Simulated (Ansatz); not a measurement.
The cluster Li2Sn2⁻. Total charge -1; doublet. Geometry PBE-D4/def2-TZVPD; atoms count from 1.

```csv
atom,x (Å),y (Å),z (Å)
Li1,2.0437,-0.3465,1.3088
Li2,-0.2101,-1.4609,-0.2666
Sn3,-1.9873,0.5630,-1.2443
Sn4,0.1537,1.2445,0.2021
```

In the def2 sets Sn takes a core potential; there is no spin–orbit coupling. The charge -1 doublet is spin-contaminated (final ⟨S²⟩ up to 0.87, 0.75 for a pure state). The structure comes from a short search, and lower isomers may exist.

Q: Estimate the Mulliken populations from the PBE0/def2-TZVPD orbitals of Ansatz.

A: 
```
atom  charge (e)  spin (α − β)
 Li1       -0.07          0.39
 Li2        0.01          0.34
 Sn3       -0.55          0.71
 Sn4       -0.40         -0.44
```
Mulliken values and Mayer orders depend strongly on the basis. With diffuse functions, as here, like atoms can get unlike values, and bond orders can come out too low or too high.

Q: Where does the spin sit?

A: Summed by element: Li 0.74, Sn 0.26, of 1 unpaired in all. Largest on single atoms: Sn3 0.71, Sn4 -0.44, Li1 0.39.

Q: And the Mayer bond orders between bonded heavy atoms (over 0.3)?

A: Li1–Li2 0.39 (2.97 Å); Li1–Sn4 0.76 (2.71 Å); Li2–Sn3 0.52 (2.87 Å); Li2–Sn4 0.56 (2.77 Å); Sn3–Sn4 1.75 (2.67 Å). Values over 0.3 also appear between atoms too far apart for a bond (Li1–Sn3 0.33 at 4.86 Å); they arise where an orbital or an unpaired electron spreads over both atoms.
